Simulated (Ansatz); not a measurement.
Cost against result

Saddle point of SnSiH$_{8}$O, closed shell (SnH₄O ([OH][SnH3]) + SiH₄ → SnSiH₆ ([SiH3][SnH3]) + H₂O; bonds formed: Sn1–Si7, O2–H6; bonds broken: Sn1–O2, H6–Si7), PBE0-D4/def2-TZVP structure:

Sn1  (-0.787, -1.213, -0.535)
O2  (1.321, -1.128, -0.187)
H3  (-0.719, -2.921, -0.664)
H4  (-1.811, -0.800, 0.758)
H5  (-1.092, -0.500, -2.040)
H6  (1.121, -0.047, 0.132)
Si7  (0.201, 1.658, 0.411)
H8  (1.696, -1.688, 0.508)
H9  (1.205, 2.697, 0.015)
H10  (-1.071, 2.069, -0.271)
H11  (-0.066, 1.873, 1.870)
(Å)

Barriers are electronic and count from the start structure reached by relaxing down the imaginary mode.

Computed with Ansatz 0.2.0 (basis: as named in each row); correlated methods freeze the cores. Filled d shells of the heavier atoms are correlated. Core potentials replace the inner electrons of the atoms past krypton. The def2 sets are not built for correlating such inner shells, so the correlated values are less sure here. B3LYP uses VWN-RPA correlation. Extrapolation: Hartree–Fock as exp(−7.88 √X), correlation as X^−2.97.

Times are rough, for one single point on 4 threads of a shared host (Arm Neoverse N1).

The estimate by CCSD(T) at an estimated basis limit (MP2 extrapolated from triple and quadruple zeta, plus CCSD(T) − MP2 in triple zeta) is 1.756 eV.

| method | basis | time (s) | barrier (eV) | method less estimate |
| --- | --- | --- | --- | --- |
| SPW92 | def2-SVP | under 1 | 0.773 | -0.983 |
| PBE-D4 | def2-SVP | 1 | 1.131 | -0.625 |
| PBE0-D4 | def2-SVP | 2 | 1.341 | -0.414 |
| SPW92 | def2-TZVPP | 2 | 0.950 | -0.805 |
| PBE-D4 | def2-TZVPP | 3 | 1.274 | -0.481 |
| BLYP-D4 | def2-TZVPP | 3 | 1.514 | -0.242 |
| BHLYP-D4 | def2-TZVPP | 4 | 1.891 | 0.135 |
| B3LYP-D4 | def2-TZVPP | 4 | 1.659 | -0.097 |
| PBE0-D4 | def2-TZVPP | 4 | 1.477 | -0.279 |
| CAM-B3LYP-D4 | def2-TZVPP | 4 | 1.773 | 0.017 |
| r2SCAN-D4 | def2-TZVPP | 6 | 1.502 | -0.254 |
| CCSD(T) | def2-SVP | 7 | 1.792 | 0.036 |
| r2SCAN0-D4 | def2-TZVPP | 7 | 1.621 | -0.135 |
| wB97M-V | def2-SVP | 8 | 1.522 | -0.234 |
| B2PLYP | def2-TZVPP | 8 | 1.784 | 0.028 |
| RPA on PBE | def2-TZVPP | 8 | 1.834 | 0.079 |
| PBE-QIDH | def2-TZVPP | 8 | 1.698 | -0.058 |
| wB97X-V | def2-TZVPP | 12 | 1.792 | 0.036 |
| B97M-V | def2-TZVPP | 13 | 1.623 | -0.133 |
| wB97M-V | def2-TZVPP | 13 | 1.701 | -0.055 |
| MP2 | def2-QZVPP | 28 | 1.784 | 0.028 |
| CCSD(T) | def2-TZVPP | 210 | 1.792 | 0.036 |

All methods are single points on the PBE0-D4 structures.

T1 diagnostic: at most 0.015.

Labels in which every atom is bracketed show which atoms are joined, not bond orders.
